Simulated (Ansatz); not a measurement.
System: sum formula H3SiO3, net charge -1, singlet state. It need not be the lowest isomer of its formula. Whether it binds its extra electron was not tested at this geometry. 
Geometry from a B3LYP-D3(BJ)/def2-TZVP (Ansatz, an electronic-structure program) optimisation:
```xyz
7

O     -1.2621    -0.6350     0.6160
Si    -0.0459    -0.2307    -0.5855
O     -0.0472     1.5064    -0.3229
O      1.3634    -0.5998     0.3963
H     -0.7908    -0.8451     1.4331
H     -0.6324     1.6766     0.4272
H      1.6334     0.2250     0.8215
```
Charge -1, spin multiplicity 1.

Total electronic energies in hartree. Cores are frozen in the correlated levels unless marked. No spin-orbit coupling. Non-relativistic. CBS marks a two-point X^-3 extrapolation of the correlation energy; Hartree-Fock from the larger set. The bracket is a focal-point correction in the basis named.

| level | program | energy (Eh) |
|---|---|---|
| RI-HF/cc-pV(Q+d)Z | Ansatz | -515.51284 |
| SVWN5/def2-TZVPD | Ansatz | -514.48291 |
| revPBE-D3(BJ)/def2-TZVPD | Ansatz + dftd3 | -517.10715 |
| PBE0-D3(BJ)/def2-TZVP | Ansatz + dftd3 | -516.85997 |
| LC-wPBE/def2-TZVPD | Ansatz | -517.00641 |
| wB97X-V/def2-TZVPD | Ansatz | -517.10476 |
| B2PLYP-D3(BJ)/def2-TZVPD | Ansatz + dftd3 | -516.97593 |
| PBE-QIDH/def2-TZVPD | Ansatz | ___ |
| RPA@PBE/cc-pV(Q+d)Z | Ansatz | ___ |
| SCS-MP2/cc-pV(D+d)Z | Ansatz | -516.02200 |
| CCSD(T)/cc-pwCVTZ | Ansatz | -516.40954 |
| CCSD(T)/cc-pV(5+d)Z | Ansatz | -516.52068 |
| RI-MP2/CBS(aug-cc-pV(T+d)Z,aug-cc-pV(Q+d)Z)+[CCSD(T)-MP2]/aug-cc-pV(D+d)Z | Ansatz | -516.5490 |
| RI-MP2/CBS(aug-cc-pV(T+d)Z,aug-cc-pV(Q+d)Z)+[CCSD(T)-MP2]/aug-cc-pV(T+d)Z | Ansatz | -516.5515 |
| CCSD(T)/CBS(aug-cc-pV(T+d)Z,aug-cc-pV(Q+d)Z) | Ansatz | -516.5429 |

Question: What belongs in the gaps?

Answer: 
- PBE-QIDH/def2-TZVPD, energy (Eh): -516.75112
- RPA@PBE/cc-pV(Q+d)Z, energy (Eh): -516.91030
